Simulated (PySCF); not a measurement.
Ionisation energy of Hg²⁺ by level of theory

Hg²⁺ [Xe] 4f14 5d10 (1S) → Hg³⁺ [Xe] 4f14 5d9 (2D), as a difference of total energies. Calculation: PySCF 2.14, in def2-QZVPPD with the def2 core potential (60 electrons) (7s5p4d4f2g, 88 functions); a scalar-relativistic core potential. Correlated levels: valence: 5s2 5p6 frozen. The calculations carry no spin-orbit coupling.

Task: Order these methods by the ionisation energy they give, lowest first.
A. MP2 (valence)
B. CCSD (valence)
C. SCS-MP2 (valence)
D. CCSD(T) (valence)

Result: B (35.136 eV), D (35.223 eV), C (35.278 eV), A (35.456 eV).

The reference lies between the lowest fine-structure levels, while these numbers refer to the centres of the terms.

Errors of the correlated levels include the incompleteness of this basis and the frozen core.

For comparison: 34.49 ± 0.05 eV (measured; NIST Atomic Spectra Database, ionization energies).
